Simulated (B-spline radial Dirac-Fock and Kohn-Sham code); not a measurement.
Os³⁺: photoemission with 10800 eV photons

System: osmium as Os³⁺, configuration 1s2 2s2 2p6 3s2 3p6 3d10 4s2 4p6 4d10 4f14 5s2 5p6 5d5.

Level of theory: the independent-particle Dirac-Slater model, thresholds from Dirac-Fock; a B-spline atomic structure program. The asymmetry parameter β is from the dipole term alone. Kinetic energies are from the vacuum level. Open shells are spread statistically over j, without multiplet splitting.

| subshell | electrons | binding (eV) | kinetic (eV) | σ (kb) | β |
| --- | --- | --- | --- | --- | --- |
| 3s | 2 | 3101.6 | 7698.4 | 3.35 | 1.95 |
| 3p1/2 | 2 | 2841.1 | 7958.9 | 3.97 | 1.56 |
| 3p3/2 | 4 | 2507.0 | 8293.0 | ? | ? |
| 3d3/2 | 4 | 2076.3 | 8723.7 | 2.86 | 1.18 |
| 3d5/2 | 6 | 2005.3 | 8794.7 | 3.72 | 1.06 |
| 4s | 2 | 707.3 | 10092.7 | 0.878 | 1.95 |
| 4p1/2 | 2 | 597.6 | 10202.4 | 0.920 | 1.56 |
| 4p3/2 | 4 | 519.0 | 10281.0 | 1.49 | 1.68 |
| 4d3/2 | 4 | 338.9 | 10461.1 | 0.587 | 1.16 |
| 4d5/2 | 6 | 324.4 | 10475.6 | 0.757 | 1.02 |
| 4f5/2 | 6 | 94.71 | 10705.3 | 0.0414 | 0.65 |
| 4f7/2 | 8 | 92.03 | 10708.0 | 0.0502 | 0.63 |
| 5s | 2 | 135.9 | 10664.1 | 0.171 | 1.95 |
| 5p1/2 | 2 | 99.52 | 10700.5 | 0.153 | 1.56 |
| 5p3/2 | 4 | 87.07 | 10712.9 | 0.239 | 1.68 |
| 5d3/2 | 2 | 40.75 | 10759.2 | 0.0282 | 1.15 |
| 5d5/2 | 3 | 39.56 | 10760.4 | 0.0357 | 1.01 |

Q: What are σ and β for 3p3/2?

A: σ = 6.63 kb, the largest of all subshells and 26 % of the total, and β = 1.68.

Run: 5.8 s of CPU time on 1 thread of Neoverse-V1 (shared host), peak memory 0.45 GiB.

Values without a named source are computed, but for edge energies of neutral atoms, which are taken from tables.
